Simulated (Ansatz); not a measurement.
Na₈F₈ (relaxed from a model of 2x2x4 NaF rock-salt block, whose bonding it doesn't keep) was relaxed with r2SCAN-D4 (def2-SVP) in Ansatz in these states: charge +1 doublet, neutral singlet. The geometries follow in no particular order.

A:

```tsv
atom	x (Å)	y (Å)	z (Å)
Na1	3.4579	0.4468	-0.5092
F2	1.5659	-0.3621	-1.0833
Na3	-0.4041	-1.0861	-1.5189
F4	-2.3788	-1.8113	-1.9369
F5	2.6541	2.3729	-0.1238
Na6	0.6875	1.6733	-0.6165
F7	-1.2719	0.9560	-1.1079
Na8	-3.1907	0.0993	-1.4917
F9	3.2190	-0.1272	1.5208
Na10	1.2758	-0.9225	1.0832
F11	-0.6734	-1.6999	0.6454
Na12	-2.6417	-2.3294	0.1045
Na13	2.3747	1.7834	1.8964
F14	0.3793	1.1060	1.5457
Na15	-1.5591	0.3351	1.0520
F16	-3.4944	-0.4344	0.5400
```

B:

```
atom   x (Å)   y (Å)   z (Å)
 Na1  -0.443  -2.052  -2.983
  F2   0.141  -1.673  -0.953
 Na3   0.752  -1.367   1.087
  F4   1.306  -0.846   3.150
  F5  -2.146  -0.764  -2.674
 Na6  -1.747  -0.540  -0.525
  F7  -1.153  -0.267   1.526
 Na8  -0.634  -0.012   3.593
  F9   0.286  -0.088  -3.500
Na10   1.136   0.260  -1.503
 F11   1.773   0.550   0.531
Na12   2.480   0.857   2.535
Na13  -1.403   1.207  -3.144
 F14  -0.761   1.390  -1.104
Na15  -0.141   1.647   0.940
 F16   0.554   1.698   3.025
```

Problem. Judge from the bond lengths which geometry belongs to which state (an estimate).

Solution. A is the neutral singlet (Na8–Na12 2.958 Å, Na1–Na13 2.958 Å, Na12–Na15 3.028 Å); B is the charge +1 doublet (Na8–Na12 3.402 Å, Na1–Na13 3.402 Å, Na12–Na15 3.168 Å).

At r2SCAN-D4/def2-SVP the gap within one spin of the relaxed charge 1 doublet nearly closes, so an electron or hole may be smeared out by delocalisation error.
